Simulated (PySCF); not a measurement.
Isomers of C5H8BFO2, from PySCF 2.14.0, PBE0-D3(BJ)/def2-SVP geometry optimisation, gas phase. One conformer each, no zero-point energy, no frequencies.

Question: Which is lower in electronic energy at this level?
A. `[F:1][C@@H:2]1[CH2:3][C@@H:4]1[B:5]1[O:6][CH2:7][CH2:8][O:9]1` with C3–C4–B5–O6 -16°: A = 3497, B = 1063, C = 983.0 MHz, dipole 1.59 D
B. `[CH3:1][CH2:2][B@@H-:3]1[O:4][C:5]([F:6])=[CH:7][CH:8]=[O+:9]1` with C1–C2–B3–O4 59°: A = 2429, B = 1367, C = 1104 MHz, dipole 3.46 D

Answer: A. That is `F[C@@H]1C[C@@H]1B1OCCO1`, 8.3 kcal/mol below the other.

```json
{"SMILES": "F[C@@H]1C[C@@H]1B1OCCO1", "mapped SMILES": "[F:1][C@@H:2]1[CH2:3][C@@H:4]1[B:5]1[O:6][CH2:7][CH2:8][O:9]1", "E (Eh)": "-469.69632", "relative (kcal/mol)": "0.0", "relative (kJ/mol)": "0.0", "dipole (D)": "1.59"}
{"SMILES": "CC[B@@H-]1OC(F)=CC=[O+]1", "mapped SMILES": "[CH3:1][CH2:2][B@@H-:3]1[O:4][C:5]([F:6])=[CH:7][CH:8]=[O+:9]1", "E (Eh)": "-469.68312", "relative (kcal/mol)": "8.3", "relative (kJ/mol)": "34.6", "dipole (D)": "3.46"}
```

As drawn, the lower has a three-membered ring, which the higher lacks.
